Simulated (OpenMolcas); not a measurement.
# Cr3+: from RASSCF to RASPT2

```
Program             : OpenMolcas 26.06
Basis               : ANO-RCC-VQZP [7s6p4d3f2g1h]
Scalar Hamiltonian  : DKH2, point nucleus
Active space        : 9 electrons in 8 orbitals (RAS1 3p, at most 2 holes; RAS2 3d)
State averaging     : 2S+1 = 4 even, 10 roots; 2S+1 = 2 even, 40 roots
Spin-orbit coupling : RASSI with atomic mean-field integrals over the reference wave functions, term energies averaged over their components
```

Methods on the same reference wave functions:
A. RASSCF
B. SS-RASPT2, IPEA 0.25 Eh, imaginary shift 0.1 Eh (closed shells correlated: 3s)
C. MS-RASPT2, IPEA 0.25 Eh, imaginary shift 0.1 Eh (closed shells correlated: 3s)

Energies in cm⁻¹ above 3d³ ⁴F_3/2, the measured ground level; measured values from Sugar and Corliss, J. Phys. Chem. Ref. Data 6, 317 (1977).

```tsv
Level	A	B	C	Measured
3d³ ⁴F_3/2	0.0	0.0	0.0	0.0
3d³ ⁴F_5/2	257	258	258	236
3d³ ⁴F_7/2	608	609	609	556
3d³ ⁴F_9/2	1045	1045	1044	946
3d³ ⁴P_1/2	16720	14580	14580	14059
3d³ ⁴P_3/2	16827	14690	14690	14177
3d³ ⁴P_5/2	17138	15000	15000	14471
3d³ ²G_7/2	18244	15050	15050	15052
3d³ ²G_9/2	18621	15420	15420	15402
3d³ ²P_1/2	21570	19580	19580	19519
3d³ ²P_3/2	21678	19600	19600	
3d³ ²D_3/2(1)	23458	21030	21020	20650
3d³ ²D_5/2(1)	23726	21210	21170	20664
3d³ ²H_9/2	25489	20980	20980	21066
3d³ ²H_11/2	25779	21260	21260	21321
3d³ ²F_7/2	40551	34770	34770	34363
3d³ ²F_5/2	40712	34930	34930	34556
3d³ ²D_5/2(2)	60047	53780	53830	52975
3d³ ²D_3/2(2)	60268	54010	54020	53142
```

Deviations, from unrounded energies. A percentage is the sum of absolute deviations over the sum of measured energies, with the sign that they share, or ± where signs differ.

```json
{"Against measurement": "mean absolute deviation (cm-1)", "Levels": "17", "A": "3400", "B": "310", "C": "310"}
{"Against measurement": "fine structure of the ground term (%)", "Levels": "3", "A": "+9.9", "B": "+10.0", "C": "+10.0"}
{"Against measurement": "other terms of the ground configuration (%)", "Levels": "14", "A": "+16.4", "B": "±1.5", "C": "±1.5"}
```

B, C lie about equally close to measurement and A furthest from it. The largest miss of B in the table is 3d³ ²D_3/2(2), by +860 cm-1. The ranking rests on the paired levels alone, and a cruder setting can come out closer through cancelling errors.

Between B and C the level of the table that moves most is 3d³ ²D_5/2(1), by 42 cm-1 (lowest in C, highest in B). Moves below CASPT2's spread within the term are not significant.

The two smallest mean deviations differ by little beside CASPT2's spread within terms, so their order carries little weight.

From A to B the spin-free energies of the other terms of 3d³ shown, above ⁴F, scale by factors of 0.82 to 0.91, as is usual when dynamic correlation screens the repulsion within a d or f shell.

The lowest spin-free term lies below A's lowest term by 0.320 hartree in B, 0.320 hartree in C.

Term energies are means over components that CASPT2 splits; among the terms shown or strongly mixed into the levels shown the widest spread is 1600 cm-1 (3d³ ⁴F, C). Active for correlation alone: 3p; no level in the range computed is led by a configuration that opens it, so any true level of that kind is missing. Without dynamic correlation excited terms often stand tens of per cent too high (terms of higher spin than the ground term too low), and those without a measured partner can miss by more than the paired ones (holds for A). The CASPT2 spread within a term exceeds the gap to the next term for 3d³ ²D(1) and 3d³ ²H, so the order of their levels is uncertain (holds for C). Computed and measured levels are paired by configuration, term and J; levels that our copy of the source lacks, or whose pairing is in doubt (as where it misses far off the trend of its configuration), stay unpaired and out of the deviations. Levels of configurations outside the active space are missing.

A number in round brackets counts repeated terms of one configuration in the order of the reference energies.
